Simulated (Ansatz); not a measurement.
# Nudged elastic band run: Cl$_{2}$F$_{2}$H$_{2}$OZr

Input:

```yaml
crystal:
  periodic: [false, false, false]
  atoms:
    - { symbol: Zr, position_ang: [0.04995, -0.212939, 0.020184] }
    - { symbol: O, position_ang: [-0.111944, -0.231779, 2.00782] }
    - { symbol: H, position_ang: [-0.545233, 0.308021, 2.675241] }
    - { symbol: Cl, position_ang: [2.122481, 0.405198, -0.894911] }
    - { symbol: F, position_ang: [-0.992199, 1.337371, -0.246439] }
    - { symbol: Cl, position_ang: [-1.146937, -1.840584, -1.176753] }
    - { symbol: F, position_ang: [1.158745, -1.961761, 1.148] }
    - { symbol: H, position_ang: [0.772536, -1.501828, 1.916659] }
basis:
  gaussian: { orbitals: def2-SVP }
hamiltonian:
  xc: pbe0
  dispersion: d4
neb:
  order_check: false
  images: 5
  f_tol: 0.05
  max_iterations: 60
  final_atoms:
    - { symbol: Zr, position_ang: [0.48022199, -0.36728929, -0.08667078] }
    - { symbol: O, position_ang: [-0.51361104, -0.72243347, 2.01430775] }
    - { symbol: H, position_ang: [-0.9375874, 0.02856223, 2.44878335] }
    - { symbol: Cl, position_ang: [1.80888362, 0.28556653, -1.91400572] }
    - { symbol: F, position_ang: [-0.16080601, 1.34992161, 0.44946346] }
    - { symbol: Cl, position_ang: [-1.15407378, -1.74822676, -1.06406243] }
    - { symbol: F, position_ang: [1.7983422, -1.30878434, 0.92462688] }
    - { symbol: H, position_ang: [-0.01397059, -1.21561752, 2.67735849] }
  initial_path:
    images:
      - { positions_ang: [[0.04995, -0.212939, 0.020184], [-0.111944, -0.231779, 2.00782], [-0.545233, 0.308021, 2.675241], [2.122481, 0.405198, -0.894911], [-0.992199, 1.337371, -0.246439], [-1.146937, -1.840584, -1.176753], [1.158745, -1.961761, 1.148], [0.772536, -1.501828, 1.916659]] }
      - { positions_ang: [[0.02802895, -0.13731868, 0.01802433], [-0.06639158, -0.16846818, 2.14945429], [-0.65557941, 0.09201325, 2.70955414], [2.19701753, 0.28912386, -0.8847449], [-0.98639333, 1.43658045, -0.3617674], [-1.16356359, -1.90513418, -1.06892489], [1.17361074, -1.90694063, 0.98890526], [0.78066969, -1.3981569, 1.89930017]] }
      - { positions_ang: [[0.0061079, -0.06169836, 0.01586466], [-0.02083916, -0.10515737, 2.29108858], [-0.76592583, -0.12399449, 2.74386729], [2.27155406, 0.17304973, -0.87457881], [-0.98058766, 1.5357899, -0.4770958], [-1.18019018, -1.96968435, -0.96109679], [1.18847648, -1.85212027, 0.82981053], [0.78880339, -1.29448579, 1.88194134]] }
      - { positions_ang: [[-0.01581314, 0.01392197, 0.013705], [0.02471326, -0.04184655, 2.43272287], [-0.87627224, -0.34000224, 2.77818043], [2.3460906, 0.05697559, -0.86441271], [-0.974782, 1.63499935, -0.5924242], [-1.19681677, -2.03423453, -0.85326868], [1.20334222, -1.7972999, 0.67071579], [0.79693708, -1.19081469, 1.8645825]] }
      - { positions_ang: [[0.1495319, -0.11314845, -0.0197536], [-0.15472817, -0.26870886, 2.29325116], [-0.89671063, -0.21714741, 2.6683814], [2.1670216, 0.13317257, -1.21427705], [-0.70345667, 1.53997344, -0.24512831], [-1.18256911, -1.9388986, -0.92353326], [1.40167554, -1.63446138, 0.75535282], [0.52663453, -1.1990823, 2.13550783]] }
      - { positions_ang: [[0.31487695, -0.24021887, -0.05321219], [-0.3341696, -0.49557116, 2.15377946], [-0.91714901, -0.09429259, 2.55858237], [1.98795261, 0.20936955, -1.56414138], [-0.43213134, 1.44494752, 0.10216757], [-1.16832144, -1.84356268, -0.99379785], [1.60000887, -1.47162286, 0.83998985], [0.25633197, -1.20734991, 2.40643316]] }
      - { positions_ang: [[0.48022199, -0.36728929, -0.08667078], [-0.51361104, -0.72243347, 2.01430775], [-0.9375874, 0.02856223, 2.44878335], [1.80888362, 0.28556653, -1.91400572], [-0.16080601, 1.34992161, 0.44946346], [-1.15407378, -1.74822676, -1.06406243], [1.7983422, -1.30878434, 0.92462688], [-0.01397059, -1.21561752, 2.67735849]] }
```

Launched with:

```bash
$ ansatz run input.yaml --threads 4 --pin off --max-ram 5120MiB --backend cpu --events-out ev --progress --plain --runs-dir out
```

Output, in part (warnings, iteration lines, the closing report on the highest movable image, with atoms numbered from 0):

```
NEB end point (image 0): max|allowed force component| = 1.843e-2 eV/Å (the criterion of neb.relax_end_points is 1.000e-2)
NEB end point (image 6): max|allowed force component| = 1.099e-2 eV/Å (the criterion of neb.relax_end_points is 1.000e-2)
NEB iter   1: max|band force component| = 1.295e1 eV/Å  barrier→ = 3.1893 eV  barrier← = 3.9419 eV  Δτ_max = 0.2000 Å  (204 SCF iters)
NEB iter   2: max|band force component| = 3.296e0 eV/Å  barrier→ = 1.9005 eV  barrier← = 2.6531 eV  Δτ_max = 0.2000 Å  (178 SCF iters)
NEB iter   3: max|band force component| = 3.051e0 eV/Å  barrier→ = 0.7521 eV  barrier← = 1.5046 eV  Δτ_max = 0.1990 Å  (167 SCF iters)
NEB iter   4: max|band force component| = 1.974e0 eV/Å  barrier→ = 0.0960 eV  barrier← = 0.8486 eV  Δτ_max = 0.1009 Å  (162 SCF iters)
NEB iter   5: max|band force component| = 9.267e-1 eV/Å  barrier→ = 0.0543 eV  barrier← = 0.8068 eV  Δτ_max = 0.1983 Å  (157 SCF iters)
NEB iter   6: max|band force component| = 8.928e-1 eV/Å  barrier→ = 0.0389 eV  barrier← = 0.7914 eV  Δτ_max = 0.1956 Å  (159 SCF iters)
NEB iter   7: max|band force component| = 1.482e0 eV/Å  barrier→ = 0.0353 eV  barrier← = 0.7878 eV  Δτ_max = 0.0971 Å  (163 SCF iters)
NEB iter   8: max|band force component| = 4.967e-1 eV/Å  barrier→ = 0.0315 eV  barrier← = 0.7841 eV  CI = image 1  Δτ_max = 0.0984 Å  (158 SCF iters)
NEB iter   9: max|band force component| = 2.808e-1 eV/Å  barrier→ = 0.0308 eV  barrier← = 0.7834 eV  CI = image 1  Δτ_max = 0.1001 Å  (159 SCF iters)
NEB iter  10: max|band force component| = 1.701e-1 eV/Å  barrier→ = 0.0286 eV  barrier← = 0.7811 eV  CI = image 1  Δτ_max = 0.0994 Å  (158 SCF iters)
NEB iter  11: max|band force component| = 1.603e-1 eV/Å  barrier→ = 0.0258 eV  barrier← = 0.7784 eV  CI = image 1  Δτ_max = 0.0999 Å  (158 SCF iters)
NEB iter  12: max|band force component| = 3.240e-1 eV/Å  barrier→ = 0.0257 eV  barrier← = 0.7782 eV  CI = image 1  Δτ_max = 0.0501 Å  (157 SCF iters)
NEB iter  13: max|band force component| = 1.218e-1 eV/Å  barrier→ = 0.0265 eV  barrier← = 0.7791 eV  CI = image 1  Δτ_max = 0.0366 Å  (154 SCF iters)
NEB iter  14: max|band force component| = 8.370e-2 eV/Å  barrier→ = 0.0265 eV  barrier← = 0.7791 eV  CI = image 1  Δτ_max = 0.0522 Å  (154 SCF iters)
NEB iter  15: max|band force component| = 1.112e-1 eV/Å  barrier→ = 0.0263 eV  barrier← = 0.7788 eV  CI = image 1  Δτ_max = 0.0259 Å  (151 SCF iters)
NEB iter  16: max|band force component| = 5.583e-2 eV/Å  barrier→ = 0.0261 eV  barrier← = 0.7787 eV  CI = image 1  Δτ_max = 0.0245 Å  (146 SCF iters)
NEB iter  17: max|band force component| = 2.195e-2 eV/Å  barrier→ = 0.0261 eV  barrier← = 0.7786 eV  CI = image 1  Δτ_max = 0.0000 Å  (296 SCF iters)
Total energy: -33818.75618936 eV, -1242.8163667827 hartree
Atom 0 at     0.104596    -0.292765    -0.008703 Å, force    -0.001682     0.001023    -0.002409 eV/Å
Atom 1 at    -0.086265    -0.260111     2.037201 Å, force    -0.002410     0.000572     0.002054 eV/Å
Atom 2 at    -0.496433     0.248321     2.741624 Å, force     0.000868    -0.001293     0.000804 eV/Å
Atom 3 at     2.108809     0.392900    -1.005538 Å, force    -0.000269    -0.000486    -0.000033 eV/Å
Atom 4 at    -0.959943     1.260883    -0.152037 Å, force     0.001431    -0.000379    -0.000328 eV/Å
Atom 5 at    -1.112945    -1.834554    -1.282409 Å, force     0.000431     0.000386     0.000616 eV/Å
Atom 6 at     1.105808    -1.896516     1.168230 Å, force     0.001513    -0.001087     0.001520 eV/Å
Atom 7 at     0.643772    -1.316459     1.951434 Å, force     0.000117     0.001264    -0.002224 eV/Å
Dipole moment:    -0.132574     0.101388     0.757407 e Å
```

The forces met the threshold. A vibrational analysis at the climbing image gives one clearly imaginary mode, 357i cm⁻¹: a first-order saddle point. The orbitals stay closed-shell, which can raise the energy where a bond breaks towards radicals; this wasn't checked here.

Final band (atoms are numbered from 1 in the order of the input):

```tsv
image	path coordinate (Å)	energy (kJ/mol)	F7–H8 (Å)	O2–H8 (Å)
0	0.00	0.0	0.98	1.55
1	0.35	2.5	1.08	1.29
2	0.93	-43.6	1.67	0.99
3	1.52	-62.1	2.22	0.97
4	2.10	-65.0	2.37	0.97
5	2.69	-69.6	2.42	0.97
6	3.27	-72.6	2.52	0.97
```

Run time: 87 s on 4 threads of AMD EPYC 9R45 96-Core Processor (Zen 5), with other jobs on the host, peak memory 0.34 GiB.
